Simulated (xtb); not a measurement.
A run for xtb: GFN2-xTB on SnC, 2S+1 = 3, a spin state set in the input, which need not be the lowest, a point of a bond scan (R = 2.012 Å).

```
$ xtb mol.xyz --gfn 2 --sp --chrg 0 --uhf 2
2

C      0.00000000     0.00000000     0.00000000
Sn     0.00000000     0.00000000     2.01196100
```

Question: Give the final energy of this run.

Answer: -4.0285 hartree.
